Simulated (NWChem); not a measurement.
CuCl; SMILES [Cl][Cu]

```xyz
2

Cu     0.0000     0.0000    -0.7696
Cl     0.0000     0.0000     1.3045
```
Atoms are numbered in this order, from 1.

All runs: NWChem. The geometry was optimised at PBE-D3(BJ)/def2-SVP. GIAO values for the isolated, static molecule; σ is the absolute isotropic shielding.

Estimate the computed values for PBE/pcSseg-1. Quantities: σ Cu1 (ppm); σ Cl2 (ppm).


```
Item          Value
-----------  ------
σ Cu1 (ppm)  1065.7
σ Cl2 (ppm)  1202.4
```
